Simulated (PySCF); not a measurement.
# Spinor energies of Sb⁻ (antimony, charge -1)

Start: [Kr] 4d10 5s2 5p4; 5p1/2 filled at m_j = -1/2, +1/2; 5p3/2 filled at m_j = +1/2, +3/2. Calculated with PySCF 2.14 in x2c-TZVPall-2c with one added diffuse shell each of s, p, d, f type (9s10p6d3f, 90 functions): generalised Hartree-Fock with the X2C-1e Hamiltonian and a Gaussian nucleus; one run each with spin-orbit coupling (SO) switched off, then screened by Boettger's factors.

```tsv
spinor shell	electrons	ε, spin-free (eV)	ε, screened SO (eV)	weight of nominal j (screened SO)	rms radius, screened SO (bohr)
1s1/2	2	-30637.6	-30634.4	1.000	0.0325
2s1/2	2	-4751.8	-4750.8	1.000	0.133
2p1/2	2	-4258.1	-4432.8	1.000	0.115
2p3/2	4	-4258.1	-4178.6	1.000	0.120
3s1/2	2	-967.05	-966.68	1.000	0.352
3p1/2	2	-802.23	-835.37	1.000	0.345
3p3/2	4	-802.23	-786.88	1.000	0.356
3d3/2	4	-551.31	-556.95	1.000	0.329
3d5/2	6	-551.31	-547.09	1.000	0.332
4s1/2	2	-169.71	-169.52	1.000	0.843
4p1/2	2	-116.83	-122.93	1.000	0.893
4p3/2	4	-116.83	-113.81	1.000	0.922
4d3/2	4	-37.481	-38.151	0.997	1.11
4d5/2	6	-37.481	-36.756	0.998	1.12
5s1/2	2	-10.835	-10.750	0.999	2.55
5p3/2	2	-1.977	-2.324	0.788	3.51
5p1/2	2	-1.977	-1.604	0.706	3.66
```

```
   quantity    spin-free  screened SO
E (hartree)  -6477.15659  -6478.82597
        M_J            2            2
       ⟨J²⟩        6.041        6.046
       ⟨L²⟩        2.015        2.202
       ⟨S²⟩        2.026        1.955
```

Each row is a mean over spinors that exchange with the open shell spreads, by up to 3.611 eV (5s1/2).

Rows whose weight is well below 1 are mixtures of j = l ± 1/2: exchange outweighs spin-orbit coupling there, and the label is only the starting occupation.

Breit and QED terms are absent; they matter most for the inner s and p1/2 levels.

Densities and radii are taken from the X2C orbitals without a picture-change correction, which distorts them close to the nucleus.

Without spin-orbit coupling the j labels of p, d and f shells carry no meaning; the spin-free column gives the mean over the occupied spinors of each nl shell.
